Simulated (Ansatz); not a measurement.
Consider the atomization: `[BH]1C[SiH2][AlH]1` → Al• + B• + C• + 6 H• + Si•.

Program: Ansatz. Geometries: PBE0-D4/def2-TZVP. ΔE: electronic, gas phase. CBS: MP2 limit from def2 TZ/QZ plus the TZ coupled-cluster correction, frozen cores. This one scheme is used for every species, atoms too. Functionals use def2-TZVPP. Open shells (•) are unrestricted, without spin–orbit coupling. Spin–orbit coupling would lower the free atoms: a little for Al, B, C, Si.

```tsv
species	r2SCAN0 energy (Eh)
`[BH]1C[SiH2][AlH]1`	-598.35382
Al•	-242.32813
B•	-24.63894
C•	-37.83406
H•	-0.49987
Si•	-289.33975
```

Task: Work out ΔE.

Result: ΔE = 6 × (-0.49987) + (-242.32813) + (-24.63894) + (-37.83406) + (-289.33975) − (-598.35382) = 1.21372 Eh = +3186.6 kJ/mol. CCSD(T)/CBS gives +3176.4 kJ/mol.

Largest T1 diagnostic among the species: 0.018.

From r2SCAN to r2SCAN0 (25 % exact exchange), in def2-TZVPP and without D4, ΔE moves by −34.2 kJ/mol: exact exchange takes away binding that semilocal exchange gives to molecules. Leaving LDA and LC-ωPBE aside and taking each functional with its dispersion term where it has one, the values, not all of them listed here, spread over 129.1 kJ/mol, from BHLYP-D4 to B97M-V. LDA lies +395.9 kJ/mol from PBE without D4, its usual overbinding. At CCSD(T), def2-SVP lies −168.1 kJ/mol from the extrapolated value and def2-TZVPP −76.2 kJ/mol: correlation converges slowly with the basis, and small sets miss more of it in the bonded molecule than in its fragments.

For atomizations the MP2-based limit and the directly extrapolated one differ by several kJ/mol either way, and by 10 to 25 for some Ge, Se and Sn compounds, so smaller differences from it don't rank the levels.
